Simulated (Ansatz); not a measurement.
Program: Ansatz. Geometries: PBE0-D4/def2-TZVP. ΔE: electronic, gas phase. CBS: MP2 limit from def2 TZ/QZ plus the TZ coupled-cluster correction, frozen cores. This one scheme is used for every species. DFT in def2-TZVPP. B3LYP here is the variant with VWN-RPA as its local correlation; programs differ in this. Each species was taken in one conformer, which may not be the lowest.

Consider the substitution at a C–N bond: `CN[Si](F)(F)NC` + `[F][AlH][SH]` → `C[S][AlH][F]` + `CN[Si](N)(F)F`.

```tsv
level	ΔE (kJ/mol)	difference from CCSD(T)/CBS
PBE0-D4	-19.0	1.6
ωB97X-V	-16.6	4.0
ωB97M-V	-18.5	2.1
B2PLYP	-19.1	1.5
PBE	-21.4	-0.8
r2SCAN	-21.2	-0.6
PBE0	-20.2	0.4
B3LYP	-18.4	2.2
HF/def2-TZVPP	-13.8	6.8
MP2/def2-TZVPP	-20.3	0.3
SCS-MP2/def2-TZVPP	-17.8	2.8
CCSD/def2-TZVPP	-14.9	5.7
HF/def2-QZVPP	-14.0	6.6
SCS-MP2/def2-QZVPP	-20.4	0.2
MP2/CBS(def2)	-24.6	-4.0
CCSD/CBS(def2)	-19.2	1.4
CCSD(T)/CBS	-20.6	0
```

Largest T1 diagnostic among the species: 0.012.
